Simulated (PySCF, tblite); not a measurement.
Isomers of C5H11Cl2FSi, one GFN2-xTB conformer each. Single-point energies are computed at PBE0/pcSseg-1 (PySCF, gas phase, no added dispersion term), electronic only.

```csv
SMILES,GFN2-xTB relative energy (kJ/mol)
C[C@@](CF)(CCl)C[SiH2]Cl,0.0
C[C@@H](CC(Cl)Cl)[C@@H](F)[SiH3],140.9
C[C@@H](CC(Cl)Cl)[C@H](F)[SiH3],139.0
C[C@@H](F)[Si@@H](C)CC(Cl)Cl,184.4
```

Conformers: `[CH3:1][C@@:2]([CH2:3][F:4])([CH2:5][Cl:6])[CH2:7][SiH2:8][Cl:9]` with C1–C2–C3–F4 56°, C1–C2–C5–Cl6 174°, C1–C2–C7–Si8 -68°, C2–C7–Si8–Cl9 171°; `[CH3:1][C@@H:2]([CH2:3][CH:4]([Cl:5])[Cl:6])[C@@H:7]([F:8])[SiH3:9]` with C1–C2–C3–C4 179°, C2–C3–C4–Cl5 55°, C1–C2–C7–F8 -71°; `[CH3:1][C@@H:2]([CH2:3][CH:4]([Cl:5])[Cl:6])[C@H:7]([F:8])[SiH3:9]` with C1–C2–C3–C4 -157°, C2–C3–C4–Cl5 64°, C1–C2–C7–F8 180°; `[CH3:1][C@@H:2]([F:3])[Si@@H:4]([CH3:5])[CH2:6][CH:7]([Cl:8])[Cl:9]` with C1–C2–Si4–C5 72°, C2–Si4–C6–C7 70°, Si4–C6–C7–Cl8 -177°.

**Question.** What does PBE0/pcSseg-1 give for the same structures?

**Answer.** 
| SMILES | PBE0/pcSseg-1 E (Eh) | PBE0/pcSseg-1 (kJ/mol) | GFN2-xTB (kJ/mol) | point group |
| --- | --- | --- | --- | --- |
| C[C@@](CF)(CCl)C[SiH2]Cl | -1506.10199 | 0.0 | 0.0 | C1 |
| C[C@@H](F)[Si@@H](C)CC(Cl)Cl | -1506.06131 | 106.8 | 184.4 | C1 |
| C[C@@H](CC(Cl)Cl)[C@@H](F)[SiH3] | -1506.03453 | 177.1 | 140.9 | C1 |
| C[C@@H](CC(Cl)Cl)[C@H](F)[SiH3] | -1506.03394 | 178.7 | 139.0 | C1 |

Both levels put the same isomer lowest; measured from each level's own lowest isomer, the values differ by up to 77.6 kJ/mol (C[C@@H](F)[Si@@H](C)CC(Cl)Cl: 184.4 against 106.8). As drawn, the lowest has a quaternary carbon, which the highest lacks. Neighbours under 10 kJ/mol apart (C[C@@H](CC(Cl)Cl)[C@@H](F)[SiH3] and C[C@@H](CC(Cl)Cl)[C@H](F)[SiH3]) can change places with a better method, another conformer or zero-point energy. C[C@@H](CC(Cl)Cl)[C@@H](F)[SiH3] and C[C@@H](CC(Cl)Cl)[C@H](F)[SiH3] are stereoisomers, 1.6 kJ/mol apart in the conformers taken.

**Question.** Which frontier levels, dipoles and rotational constants go with these structures?

**Answer.** 
| SMILES | HOMO (eV, PBE0/pcSseg-1) | LUMO (eV) | dipole (D) | A, B, C (MHz) |
| --- | --- | --- | --- | --- |
| C[C@@](CF)(CCl)C[SiH2]Cl | -8.48 | 0.04 | 1.71 | 1450, 509.1, 432.3 |
| C[C@@H](F)[Si@@H](C)CC(Cl)Cl | -8.18 | 0.13 | 4.21 | 1383, 508.3, 477.1 |
| C[C@@H](CC(Cl)Cl)[C@@H](F)[SiH3] | -8.45 | 0.05 | 2.21 | 1635, 472.8, 441.6 |
| C[C@@H](CC(Cl)Cl)[C@H](F)[SiH3] | -8.48 | 0.30 | 3.47 | 1647, 455.3, 446.6 |

**Question.** What happens when harmonic zero-point energies from GFN2-xTB frequencies are added?

**Answer.** 
| SMILES | ZPE (kJ/mol) | electronic (kJ/mol) | with ZPE (kJ/mol) |
| --- | --- | --- | --- |
| C[C@@](CF)(CCl)C[SiH2]Cl | 391.5 | 0.0 | 0.0 |
| C[C@@H](F)[Si@@H](C)CC(Cl)Cl | 389.1 | 106.8 | 104.4 |
| C[C@@H](CC(Cl)Cl)[C@@H](F)[SiH3] | 382.3 | 177.1 | 167.9 |
| C[C@@H](CC(Cl)Cl)[C@H](F)[SiH3] | 382.2 | 178.7 | 169.4 |

The zero-point energies span 9.3 kJ/mol. The order is unchanged.
